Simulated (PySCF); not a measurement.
# Radial density of Zn (zinc, neutral)

UHF, [Ar] 3d10 4s1 5s1, 5s spin antiparallel (an excited configuration). Computed with PySCF 2.14 in aug-cc-pVQZ-PP with ECP10MDF, with scalar relativity through the core potential. This is the valence pseudo-density: the core potential removes the inner electrons and smooths the orbitals near the nucleus.

```json
{"r (bohr)": "0.00576", "4πr²ρ (e/bohr)": "1.490e-05"}
{"r (bohr)": "0.00970", "4πr²ρ (e/bohr)": "3.730e-05"}
{"r (bohr)": "0.0163", "4πr²ρ (e/bohr)": "9.832e-05"}
{"r (bohr)": "0.0274", "4πr²ρ (e/bohr)": "0.0003968"}
{"r (bohr)": "0.0461", "4πr²ρ (e/bohr)": "0.003684"}
{"r (bohr)": "0.0776", "4πr²ρ (e/bohr)": "0.04547"}
{"r (bohr)": "0.131", "4πr²ρ (e/bohr)": "0.4662"}
{"r (bohr)": "0.220", "4πr²ρ (e/bohr)": "3.231"}
{"r (bohr)": "0.369", "4πr²ρ (e/bohr)": "14.51"}
{"r (bohr)": "0.621", "4πr²ρ (e/bohr)": "24.47"}
{"r (bohr)": "1.05", "4πr²ρ (e/bohr)": "10.13"}
{"r (bohr)": "1.76", "4πr²ρ (e/bohr)": "2.145"}
{"r (bohr)": "2.96", "4πr²ρ (e/bohr)": "0.7258"}
{"r (bohr)": "4.97", "4πr²ρ (e/bohr)": "0.1232"}
{"r (bohr)": "8.36", "4πr²ρ (e/bohr)": "0.002662"}
```

Energies and moments cover only the electrons outside the core potential. The outer electron is Rydberg-like, and this basis confines it to a smaller radius and binds it less than a complete one would. With the s spin flipped the determinant is a mixture of two multiplicities, not a spectroscopic state.
